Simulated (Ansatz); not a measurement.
Reaction (ligand exchange at the Si–O bond): `CO[Si](N)(O)F` + HBr → `N[Si](O)(F)Br` + CH₃OH

Computed with Ansatz on PBE0-D4/def2-TZVP structures; ΔE is electronic, products minus reactants. CCSD(T)/CBS is the MP2 limit (def2-TZVPP, def2-QZVPP) plus CCSD(T) − MP2 in def2-TZVPP, frozen cores. This one scheme is used for every species. Functionals use def2-TZVPP. HSE06 is defined as in plane-wave codes. For Br outer-core shells are correlated without core-valence functions, which leaves a few kJ/mol of doubt a bond. Scalar relativity is left out up to krypton. One conformer a species, not always the lowest.

CCSD(T)/CBS gives +21.9 kJ/mol.

Problem. Another level gave +30.7 kJ/mol. Which?
A. HSE06/def2-TZVPP
B. RPA@PBE/def2-TZVPP
C. r2SCAN0-D4/def2-TZVPP
D. revPBE/def2-TZVPP

Solution. B. RPA@PBE/def2-TZVPP 30.7, HSE06 14.4, r2SCAN0-D4 22.2, revPBE 8.3 kJ/mol.

Largest T1 diagnostic among the species: 0.011.

In def2-TZVPP, CCSD(T) changes the Hartree–Fock value by −4.1 kJ/mol (the triples alone add −1.5 kJ/mol) and MP2 by −9.7 kJ/mol. From BLYP to BHLYP (50 % exact exchange), in def2-TZVPP and without D4, ΔE moves by +7.0 kJ/mol. Leaving LDA and LC-ωPBE aside and taking each functional with its dispersion term where it has one, the values, not all of them listed here, spread over 18.7 kJ/mol, from PBE-D4 to CAM-B3LYP-D4. LDA lies +10.3 kJ/mol from PBE without D4.

CCSD(T)/CBS has its own doubt, a few kJ/mol and more with outer-core shells, so smaller differences from it don't rank the levels.
